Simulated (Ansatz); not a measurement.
Consider the ligand exchange at the Si–S bond: `CS[SiH](O)F` + `[NH2][GeH3]` → `O[SiH](F)[NH][GeH3]` + CH₃SH.

Computed with Ansatz on PBE0-D4/def2-TZVP structures; ΔE is electronic, products minus reactants. CBS: MP2 limit from def2 TZ/QZ plus the TZ coupled-cluster correction, frozen cores. This one scheme is used for every species. DFT in def2-TZVPP. For Ge outer-core shells are correlated without core-valence functions, which leaves a few kJ/mol of doubt a bond. Scalar relativity is left out up to krypton. Each species was taken in one conformer, which may not be the lowest.

```csv
level,ΔE (kcal/mol),difference from CCSD(T)/CBS
PBE-D4,-1.9,3.2
r2SCAN-D4,-3.6,1.5
ωB97X-V,-4.8,0.3
ωB97M-V,-4.9,0.2
B2PLYP,-5.1,0.0
PBE,-1.8,3.3
r2SCAN,-3.5,1.6
PBE0,-3.1,2.0
HF/def2-TZVPP,-7.9,-2.8
CCSD/def2-TZVPP,-6.6,-1.5
CCSD(T)/def2-TZVPP,-6.0,-0.9
MP2/def2-QZVPP,-4.9,0.2
SCS-MP2/def2-QZVPP,-5.7,-0.6
HF/CBS(def2),-8.2,-3.1
MP2/CBS(def2),-4.4,0.7
CCSD/CBS(def2),-5.7,-0.6
CCSD(T)/CBS,-5.1,0
```

Largest T1 diagnostic among the species: 0.012.

From PBE to PBE0 (25 % exact exchange), in def2-TZVPP and without D4, ΔE moves by −1.3 kcal/mol. In def2-TZVPP, CCSD(T) changes the Hartree–Fock value by +1.9 kcal/mol (the triples alone add +0.6 kcal/mol) and MP2 by +2.6 kcal/mol.
